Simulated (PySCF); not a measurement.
C5H6F2. Atoms are numbered in the order given.

```xyz
13

C      0.4023     2.6638     0.0000
C      0.7626     1.3758     0.0000
C     -0.2040     0.2767     0.0000
F     -1.4936     0.6568     0.0000
C      0.0692    -1.0374     0.0000
C      1.3975    -1.7146     0.0000
F     -0.9608    -1.8991     0.0000
H     -0.6513     2.9550     0.0000
H      1.1541     3.4570     0.0000
H      1.8203     1.1002     0.0000
H      2.2282    -0.9992     0.0000
H      1.4862    -2.3591    -0.8893
H      1.4862    -2.3591     0.8893
```

The structure is a stationary point at ωB97X-D3(BJ)/def2-SVP. Other conformers were not sampled.

Method: TDA-PBE/def2-SVPD (PySCF 2.14.0).

Vertical excitations. Gas-phase values at a fixed geometry. State labels are in the subgroup Cs.

| state | symmetry | energy (eV) | λ (nm) | f | main pairs |
|---|---|---|---|---|---|
| S1 | A" | 5.38 | 231 | 0.001 | HOMO→LUMO+1 99 % |
| S2 | A' | 5.50 | 225 | 0.542 | HOMO→LUMO 69 %, HOMO−1→LUMO 15 %, HOMO→LUMO+3 10 % |
| S3 | A" | 6.02 | 206 | 0.000 | HOMO→LUMO+2 99 % |
| S4 | A" | 6.53 | 190 | 0.003 | HOMO→LUMO+4 98 % |
| S5 | A' | 6.55 | 189 | 0.474 | HOMO−1→LUMO 40 %, HOMO→LUMO+3 31 %, HOMO→LUMO 19 % |
| S6 | A" | 6.71 | 185 | 0.018 | HOMO→LUMO+5 98 % |
| S7 | A" | 6.99 | 177 | 0.001 | HOMO−2→LUMO 98 % |
| S8 | A" | 7.34 | 169 | 0.000 | HOMO−3→LUMO 94 % |
| S9 | A" | 7.43 | 167 | 0.012 | HOMO−1→LUMO+1 91 % |
| S10 | A" | 7.50 | 165 | 0.002 | HOMO→LUMO+6 93 % |
| T1 | A' | 3.09 | 402 | 0 | HOMO→LUMO 98 % |
| T2 | A' | 5.06 | 245 | 0 | HOMO−1→LUMO 81 %, HOMO→LUMO+3 17 % |
| T3 | A" | 5.21 | 238 | 0 | HOMO→LUMO+1 99 % |
| T4 | A" | 5.88 | 211 | 0 | HOMO→LUMO+2 99 % |
Triplets are in the Tamm–Dancoff approximation.
